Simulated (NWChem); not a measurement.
System: AlHBr2; SMILES [Br][AlH][Br]

The following NWChem deck was run.

```
start job
memory heap 200 mb stack 900 mb global 1100 mb
geometry units angstroms noautoz
  Al     0.000000     0.000000    -0.876475
  H      0.000000     0.000000    -2.445862
  Br    -1.931626     0.000000     0.267006
  Br     1.931626     0.000000     0.267006
end
basis spherical
  Al library def2-svpd
  H library def2-svpd
  Br library def2-svpd
end
dft
  xc hfexch
  iterations 150
  mulliken
end
task dft energy
```

All runs use the structure optimised with PBE0/def2-SVP.

Question: Give the results of this calculation. (Hartree-Fock/def2-SVPD.) Quantities: basis functions; energy (Ha); highest occupied level (eV); orbital gap (eV); dipole (D).

Answer: 
```json
{
 "number_of_basis_functions": "114",
 "energy (Ha)": "-5386.78",
 "highest occupied level (eV)": "-11.57",
 "orbital gap (eV)": "12.64",
 "dipole (D)": "1.08"
}
```
